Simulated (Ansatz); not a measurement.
The cluster TaO₃H⁺. Total charge 1; doublet. Geometry r2SCAN-D4/def2-TZVP, that of the neutral singlet; atoms count from 1.

```xyz
5

Ta   -0.360   -0.800   -0.141
O     0.925   -0.146    1.021
O     0.713   -1.607    1.241
O    -0.733    0.808   -1.017
H    -0.545    1.745   -1.104
```

In the def2 sets Ta takes a core potential; there is no spin–orbit coupling. The structure holds one bond between oxygen atoms, so isomers without such links may lie far lower. The structure comes from a short search, and lower isomers may exist.

(1) Estimate the Mulliken populations from the PBE0/def2-TZVP orbitals of Ansatz.

(2) Where does the spin sit?

(3) And the Mayer bond orders between bonded heavy atoms (over 0.3)?

Results:

(1) 
```
atom  charge (e)  spin (α − β)  d electrons
 Ta1        1.48          1.17         2.61
  O2       -0.12         -0.09            –
  O3       -0.21         -0.04            –
  O4       -0.55         -0.04            –
  H5        0.40          0.00            –
```
Mulliken values and Mayer orders depend strongly on the basis.

(2) Summed by element: Ta 1.17, O -0.17, H 0.00, of 1 unpaired in all. Largest on single atoms: Ta1 1.17, O2 -0.09, O3 -0.04.

(3) Ta1–O2 1.43 (1.85 Å); Ta1–O3 1.13 (1.93 Å); Ta1–O4 1.33 (1.87 Å); O2–O3 0.84 (1.49 Å).
